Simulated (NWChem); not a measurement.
System: BHCl2; SMILES B(Cl)Cl

NWChem printed, in part:

```
             Northwest Computational Chemistry Package (NWChem) 7.3.0
             --------------------------------------------------------

 C2V symmetry detected

                             Geometry "geometry" -> ""
                             -------------------------

 Output coordinates in angstroms (scale by  1.889725989 to convert to a.u.)

  No.       Tag          Charge          X              Y              Z
 ---- ---------------- ---------- -------------- -------------- --------------
    1 B                    5.0000     0.00000000     0.00000000    -0.70325735
    2 H                    1.0000     0.00000000     0.00000000    -1.90317345
    3 Cl                  17.0000     1.51007100     0.00000000     0.15939589
    4 Cl                  17.0000    -1.51007100     0.00000000     0.15939589

 Effective nuclear repulsion energy (a.u.)     111.6087263016

      Symmetry information
      --------------------

 Group name             C2v
 Group number             16
 Group order               4
 No. of unique centers     3

  pbe96 is a nonlocal functional; adding pw91lda local functional.

                                 NWChem DFT Module
                                 -----------------

 Summary of "ao basis" -> "ao basis" (spherical)
 ------------------------------------------------------------------------------
       Tag                 Description            Shells   Functions and Types
 ---------------- ------------------------------  ------  ---------------------
 B                        aug-cc-pvdz                9       23   4s3p2d
 H                        aug-cc-pvdz                5        9   3s2p
 Cl                       aug-cc-pvdz               11       27   5s4p2d

      Symmetry analysis of basis
      --------------------------

        a1         35
        a2         10
        b1         26
        b2         15

            General Information
            -------------------
          SCF calculation type: DFT
          Wavefunction type:  closed shell.
          No. of atoms     :     4
          No. of electrons :    40
           Alpha electrons :    20
            Beta electrons :    20
          Charge           :     0
          Spin multiplicity:     1
          Use of symmetry is: off; symmetry adaption is: on
          Maximum number of iterations: 150
          AO basis - number of functions:    86
                     number of shells:    36
          Convergence on energy requested:  1.00D-06
          Convergence on density requested:  1.00D-05
          Convergence on gradient requested:  5.00D-04

              XC Information
              --------------
                     Hartree-Fock (Exact) Exchange  1.000
                     LC-wPBE(h)Exchange Functional  0.800
            Perdew 1991 LDA Correlation Functional  1.000 local
           PerdewBurkeErnz. Correlation Functional  1.000 non-local

           Range-Separation Parameters
           ---------------------------
           Alpha           :  0.20
           Beta            :  0.80
           Gamma           :  0.20
           Short-Range HF  :     F

             Grid Information
             ----------------
          Grid used for XC integration:  medium
          Radial quadrature: Mura-Knowles
          Angular quadrature: Lebedev.
          Tag              B.-S. Rad. Rad. Pts. Rad. Cut. Ang. Pts.
          ---              ---------- --------- --------- ---------
          B                   0.85       49          12.0       434
          H                   0.35       45          12.0       434
          Cl                  1.00       88          13.0       590
          Grid pruning is: on
          Number of quadrature shells:   270
          Spatial weights used:  Erf1

      Superposition of Atomic Density Guess
      -------------------------------------

 Sum of atomic energies:        -943.98467989

      Non-variational initial energy
      ------------------------------

 Total energy =    -944.805225
 1-e energy   =   -1524.862471
 2-e energy   =     468.448520
 HOMO         =      -0.391016
 LUMO         =       0.006117

      Symmetry analysis of molecular orbitals - initial
      -------------------------------------------------

  Numbering of irreducible representations:

     1 a1          2 a2          3 b1          4 b2

  Orbital symmetries:

[...]

                                NWChem TDDFT Module
                                -------------------

            General Information
            -------------------
           No. of orbitals :     172
            Alpha orbitals :      86
             Beta orbitals :      86
        Alpha frozen cores :       0
         Beta frozen cores :       0
     Alpha frozen virtuals :       0
      Beta frozen virtuals :       0
         Spin multiplicity :       1
    Number of AO functions :      86
        Use of symmetry is : off
      Symmetry adaption is : on
         Schwarz screening :  0.10D-07

              XC Information
              --------------
              Hartree-Fock (Exact) Exchange   1.00
              LC-wPBE(h)Exchange Functional   0.80
     Perdew 1991 LDA Correlation Functional   1.00 local
    PerdewBurkeErnz. Correlation Functional   1.00 non-local
           Alpha           :  0.20
           Beta            :  0.80
           Gamma           :  0.20

             TDDFT Information
             -----------------
          Calculation type : Tamm-Dancoff TDDFT
         Wavefunction type : Restricted singlets
          No. of electrons :      40
           Alpha electrons :      20
            Beta electrons :      20
              No. of roots :       8
          Max subspacesize :    5600
            Max iterations :     100
               Target root :       1
           Target symmetry : none
      Symmetry restriction : off
                 Algorithm : Optimal
        Davidson threshold :  0.10D-03

    8 smallest eigenvalue differences (eV)
--------------------------------------------------------
  No. Spin  Occ  Vir  Irrep   E(Occ)    E(Vir)   E(Diff)
--------------------------------------------------------
    1    1   20   21 b2       -0.411    -0.004    11.059
    2    1   19   21 a2       -0.414    -0.004    11.131
    3    1   18   21 b1       -0.428    -0.004    11.514
    4    1   20   22 a1       -0.411     0.044    12.389
    5    1   19   22 b1       -0.414     0.044    12.461
    6    1   20   23 a1       -0.411     0.048    12.491
    7    1   19   23 b1       -0.414     0.048    12.563
    8    1   20   24 b1       -0.411     0.052    12.586
--------------------------------------------------------

  Entering Davidson iterations
  Restricted singlet excited states

  Iter   NTrls   NConv    DeltaV     DeltaE      Time
  ----  ------  ------  ---------  ---------  ---------
    1      8       0     0.12E+00   0.10+100       11.7
    2     16       0     0.29E-01   0.23E-01       12.2
    3     24       0     0.17E-01   0.21E-02       12.2
    4     32       0     0.14E-01   0.11E-02       11.8
    5     40       0     0.55E-01   0.59E-02       12.1
    6     48       2     0.66E-01   0.11E-01       11.7
    7     54       3     0.55E-01   0.57E-02       11.0
    8     59       4     0.18E-01   0.23E-02       10.5
    9     63       4     0.37E-02   0.27E-03       10.1
   10     67       4     0.87E-03   0.14E-04       10.1
   11     71       6     0.30E-03   0.93E-06       10.1
   12     73       7     0.24E-03   0.15E-06        9.3
   13     74       7     0.17E-03   0.65E-07        8.9
   14     75       8     0.91E-04   0.15E-07        8.9
  ----  ------  ------  ---------  ---------  ---------
  Convergence criterion met

  Ground state a1       -945.613273763592 a.u.

  ----------------------------------------------------------------------------
  Root   1 singlet b2             0.213540955 a.u.                5.8107 eV
  ----------------------------------------------------------------------------
     Transition Moments    X -0.00000   Y -0.10423   Z -0.00000
     Dipole Oscillator Strength                    0.0015465669
     Electric Quadrupole                           0.0000000794
     Magnetic Dipole                               0.0000026130
     Total Oscillator Strength                     0.0015492592

     Occ.   20  a1  ---  Virt.   21  b2       0.99144
     Occ.   20  a1  ---  Virt.   25  b2      -0.10261
  ----------------------------------------------------------------------------
  Root   2 singlet a2             0.218430372 a.u.                5.9438 eV
  ----------------------------------------------------------------------------
     Transition Moments    X  0.00000   Y  0.00000   Z  0.00000
     Dipole Oscillator Strength                    0.0000000000
     Electric Quadrupole                           0.0000000068
     Magnetic Dipole                               0.0000004299
     Total Oscillator Strength                     0.0000004367

     Occ.   19  b1  ---  Virt.   21  b2       0.99195
     Occ.   19  b1  ---  Virt.   25  b2      -0.10391
  ----------------------------------------------------------------------------
  Root   3 singlet b1             0.261309105 a.u.                7.1106 eV
  ----------------------------------------------------------------------------
     Transition Moments    X -1.03452   Y  0.00000   Z -0.00000
     Dipole Oscillator Strength                    0.1864410453
     Electric Quadrupole                           0.0000001026
     Magnetic Dipole                               0.0000001859
     Total Oscillator Strength                     0.1864413338

[...]
```

Level: LRC-wPBEh/aug-cc-pVDZ, TDA. All runs use the structure optimised with PBE0/def2-SVP.

### Question
Which NWChem input produces such a log?

### Answer
Several could match; the one computed here: the input that was run:
```
start job
memory heap 200 mb stack 900 mb global 1100 mb
geometry units angstroms noautoz
  B     -0.692200    -0.006506     0.000000
  H     -1.892032    -0.020713     0.000000
  Cl     0.170393     0.003688    -1.510071
  Cl     0.170393     0.003688     1.510071
end
basis spherical
  * library aug-cc-pvdz
end
dft
  xc xwpbe 0.80 cpbe96 1.0 hfexch 1.00
  cam 0.2 cam_alpha 0.2 cam_beta 0.8
  iterations 150
end
tddft
  cis
  nroots 8
  notriplet
end
task tddft energy
```
